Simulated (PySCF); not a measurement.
Two species compared at the same levels of theory.

First species: C5H11S (charge +1).
Numbering: `[CH3:1][S+:2]1[CH2:3][CH2:4][CH2:5][CH2:6]1` (hydrogens: H7, H8, H9 on C1; H10, H11 on C3; H12, H13 on C4; H14, H15 on C5; H16, H17 on C6)

Second species: C₅H₆ClFS.
InChI=1S/C5H6ClFS/c6-5(7)3-1-2-4(5)8/h1-3H2/t5-/m0/s1

Levels: wB97X-D/def2-SVPD for HOMO energy, LUMO energy, HOMO–LUMO gap and static isotropic polarisability; TDDFT wB97X-D/def2-SVPD for lowest singlet excitation; TDA wB97X-D/def2-SVPD for lowest triplet excitation (Tamm–Dancoff). Geometries: GFN2-xTB. All species are isolated and taken at one optimised geometry, non-relativistic unless stated. Electronic properties by PySCF.

Problem. Which of the two has the higher S1 energy, and by how much?

Solution. The first: 7.87 eV against 2.24 eV, a difference of 5.63 eV.

Problem. Which has the higher static isotropic polarisability?

Solution. The second: 90.7 au against 69.6 au, a difference of 21.1 au.

Problem. Which has the higher LUMO energy?

Solution. The second: -1.09 eV against -3.02 eV, a difference of 1.93 eV.

Problem. Which has the higher HOMO energy?

Solution. The second: -8.65 eV against -15.86 eV, a difference of 7.21 eV.

Problem. Which of the two has the higher T1 energy, and by how much?

Solution. The first: 6.79 eV against 1.82 eV, a difference of 4.97 eV.

Problem. Which has the higher HOMO–LUMO gap?

Solution. The first: 12.84 eV against 7.56 eV, a difference of 5.28 eV.

On the first: In wavenumbers S1 is 63400 cm⁻¹ (1 eV = 8065.54 cm⁻¹). The vertical singlet–triplet gap S1 − T1 is 1.08 eV (TDDFT singlet less Tamm–Dancoff triplet; S1: HOMO→LUMO, weight 0.94; T1: HOMO→LUMO, weight 0.92).

On the second: S1 lies 5.32 eV below the HOMO–LUMO gap; its leading configuration is HOMO→LUMO, weight 0.98. The principal polarisabilities are 75.3, 89.2 and 107.7 au; their mean is the isotropic value.

One conformer stands for the species.
